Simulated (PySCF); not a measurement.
Computed shifts of a molecule C3H11NSi, PBE/pcSseg-1 in PySCF, GIAO, gas phase, equivalent atoms averaged, in ppm (number of nuclei): ²⁹Si: -63.9 (1). ¹⁵N: 46.1 (1). ¹³C: 50.8 (1), 31.6 (1), 26.9 (1). ¹H: 5.07 (3), 3.72 (1), 1.47 (3), 1.32 (3), 0.17 (1). References: ²⁹Si against TMS (σ = 335.4 ppm); ¹⁵N against NH3 (σ = 267.0 ppm); ¹³C against TMS (σ = 182.0 ppm); ¹H against TMS (σ = 31.49 ppm), references at their B3LYP-D3(BJ)/def2-TZVP geometries, non-relativistic. Geometry optimised at PBE0-D3(BJ)/def2-SVP. The values are those of a single conformer.

Q: Pick the molecule that these values belong to.
(A) C[SiH](C)CN
(B) CN[SiH](C)C
(C) CC(C)N[SiH3]
(D) CNC[SiH2]C

A: C, CC(C)N[SiH3]
